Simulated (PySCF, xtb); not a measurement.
C₃H₄BrF, SMILES F[C@@H]1C[C@H]1Br.

GFN2-xTB in xtb at its own geometry gives an orbital gap of 5.05 eV and a dipole moment of 2.30 D.

The structure is a stationary point at PBE0-D3(BJ)/def2-SVP.

What does PySCF with PBE/def2-TZVP give? (The exact figures need the calculation; the answer reports its results.)

gap 5.23 eV (levels -6.46 and -1.23 eV), dipole 1.16 D.
